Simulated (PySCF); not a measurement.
Computed with TPSSh-D3(BJ)/def2-TZVP // TPSS-D3(BJ)/def2-SVP (PySCF). Gas-phase values, no solvent. One relaxed conformer stands for a flexible species; it need not be the lowest. 

Reference species: [Mo(F)6] (neutral, multiplicity 1).

```yaml
charge on the central atom (Mulliken): 2.05 e
coordination_number: 6
mean_distance_from_the_central_atom_to_its_bonded_neighbours: 1.840 Å
LUMO: -6.21 eV
```

Changed species: [Mo(F)4(OH)2] (2 of 6 F replaced by OH; the reference has 0 of 6 F replaced by OH).

Predict the effect on the charge on the central atom (Mulliken), coordination number, mean distance from the central atom to its bonded neighbours and LUMO.

the charge on the central atom (Mulliken) drops by 0.08 e, to 1.97 e; the coordination number hardly moves; the mean distance from the central atom to its bonded neighbours goes up by 0.019 Å, to 1.859 Å; the LUMO increases by 1.32 eV, to -4.89 eV.
